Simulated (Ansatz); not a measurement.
Isolated molecules relaxed with PBE0-D4/def2-TZVP in Ansatz; ΔE leaves out vibrations. CBS: MP2 limit from def2 TZ/QZ plus the TZ coupled-cluster correction, frozen cores. DFT in def2-TZVPP. Elements past krypton have def2 core potentials. For In, Sn outer-core shells are correlated without core-valence functions, which leaves a few kJ/mol of doubt a bond. Each species was taken in one conformer, which may not be the lowest.

Reaction (substitution at a C–In bond): `C[CH2][In]([F])[CH2]C` + `[OH][SnH3]` → `CC[O][SnH3]` + `C[CH2][InH][F]`

| species | r2SCANh-D4 energy (Eh) |
| --- | --- |
| `C[CH2][In]([F])[CH2]C` | -448.46083 |
| `[OH][SnH3]` | -291.97683 |
| `CC[O][SnH3]` | -370.56591 |
| `C[CH2][InH][F]` | -369.85058 |

(1) Work out ΔE.

(2) What do rigid-rotor, harmonic-oscillator terms from PBE0-D4/def2-TZVP frequencies (298.15 K, 1 bar) make of the CCSD(T)/CBS value? (Best estimate.)

Largest T1 diagnostic among the species: 0.014.

## Answers

(1) ΔE = (-370.56591) + (-369.85058) − (-448.46083) − (-291.97683) = 0.02117 Eh = +0.58 eV. CCSD(T)/CBS gives +0.66 eV.

(2) Ansatz gave: ΔZPE = -0.05 eV, ΔH = +0.59 eV, ΔS = -12 J/(mol·K), ΔG = +0.63 eV. Modes under 50 cm⁻¹ make the entropy rough.

From BLYP to BHLYP (50 % exact exchange), in def2-TZVPP and without D4, ΔE moves by −0.07 eV. In def2-TZVPP, CCSD(T) changes the Hartree–Fock value by +0.23 eV (the triples alone add +0.02 eV) and MP2 by +0.34 eV. Leaving LDA and LC-ωPBE aside and taking each functional with its dispersion term where it has one, the values, not all of them listed here, spread over 0.16 eV, from B97M-V to PBE-QIDH. LDA lies −0.08 eV from PBE without D4.
